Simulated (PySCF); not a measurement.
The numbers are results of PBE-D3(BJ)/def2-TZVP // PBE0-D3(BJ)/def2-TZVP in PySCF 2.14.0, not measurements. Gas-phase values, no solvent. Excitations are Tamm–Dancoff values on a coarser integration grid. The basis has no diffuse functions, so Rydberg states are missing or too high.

Reference species (SMILES): `C1C(C1)Cl` (neutral, multiplicity 1).

```
Item                   Result
-------------------  --------
HOMO–LUMO gap         6.25 eV
T1 excitation (TDA)   5.90 eV
HOMO                 -6.43 eV
```

Changed species: `C=C(C)Cl`.

Problem. Give the shifts of the HOMO–LUMO gap, T1 excitation (TDA) and HOMO.

Solution. the HOMO–LUMO gap drops by 1.12 eV, to 5.13 eV; the T1 excitation (TDA) decreases by 1.64 eV, to 4.26 eV; the HOMO rises by 0.29 eV, to -6.14 eV.
